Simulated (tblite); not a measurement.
Compound: C4H14Si4.
Numbering: `[CH3:1][C:2]#[C:3][SiH2:4][Si@@H:5]([CH3:6])[SiH2:7][SiH3:8]` (hydrogens: H9, H10, H11 on C1; H12, H13 on Si4; H14 on Si5; H15, H16, H17 on C6; H18, H19 on Si7; H20, H21, H22 on Si8)

Geometry (GFN2-xTB, Å), atoms numbered from 1 in this order:
```
atom  x, y, z in Å
C1     4.5741    1.1159    0.0448
C2     3.5084    0.1441   -0.0662
C3     2.6279   -0.6739   -0.1611
Si4    1.2133   -1.8568   -0.2519
Si5   -0.7207   -0.8536    0.5795
C6    -0.2766    0.8893    1.2208
Si7   -2.5522   -0.6389   -0.8438
Si8   -4.3995    0.5282   -0.0820
H9     4.6427    1.7014   -0.8721
H10    4.3801    1.7887    0.8806
H11    5.5248    0.6098    0.2121
H12    1.6499   -3.0589    0.4771
H13    1.0769   -2.2408   -1.6662
H14   -1.1477   -1.5984    1.7894
H15    0.5212    0.8483    1.9564
H16    0.0645    1.5279    0.4103
H17   -1.1289    1.3753    1.6882
H18   -2.0888   -0.0407   -2.1103
H19   -2.9643   -1.9930   -1.2578
H20   -5.3332   -0.3318    0.6501
H21   -5.1834    1.1909   -1.1283
H22   -3.9991    1.5865    0.8523
```

Computed values, GFN2-xTB/tblite, gas phase, harmonic and unscaled. The method is semi-empirical: single wavenumbers can be off by several per cent or more. Modes of hydrogen on silicon can be 10 to 20 % off. One conformer, not necessarily the lowest. The optimisation stopped once no atom felt more than 0.01 eV/Å.

Lowest wavenumbers of the output (negative numbers stand for imaginary wavenumbers):
```
mode    cm-1
  1     -24.8
  2     -17.0
  3      -5.6
  4      15.6
  5      41.4
  6      65.0
  7     101.4
  8     124.0
  9     140.1
 10     142.2
```

Problem. Is this structure a minimum?

Solution. Not by this Hessian. 1 mode is imaginary beyond 20i (25i cm⁻¹), and 2 more slightly so (17.0i and 5.6i). The curvature is small, so loose convergence or finite differences may be the whole cause.

Problem. Which atoms move in the imaginary modes?

Solution. 25i: H20 (Si–H hydrogen) 34 %, H22 (Si–H hydrogen) 33 %, H21 (Si–H hydrogen) 30 %; 17i: H11 (methyl hydrogen) 35 %, H9 (methyl hydrogen) 32 %, H10 (methyl hydrogen) 30 %; 6i: C6 (Si-methyl carbon) 21 %, C1 (propargylic carbon) 18 %. These are shares of the mass-weighted motion.

Problem. What is the remedy?

Solution. Step along such a mode in both directions, optimise again with tighter thresholds and repeat the frequencies. The zero-point energy of this point (92.5 kcal/mol) counts the 57 real modes alone, and thermal corrections from it aren't those of a minimum.
